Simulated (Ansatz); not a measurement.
`[OH][Zr]([OH])([SH])[SH]`, charge 0, multiplicity 1.

(1) Give a relaxed structure at PBE0-D4/def2-TZVP (Ansatz). (Best estimate.)

## Answers

(1) The calculation gave: 
Z-matrix (Å, degrees):
```
Zr
O 1 1.902
S 1 2.460 2 111.2
O 1 1.902 2 116.5 3 119.1
S 1 2.460 2 104.1 3 -118.0
H 2 0.953 1 168.6 3 -87.5
H 3 1.347 1 91.7 2 -52.7
H 4 0.953 1 168.8 2 31.4
H 5 1.347 1 91.7 2 -179.3
```
Point group C2.
This is one stationary point; other conformers may exist.
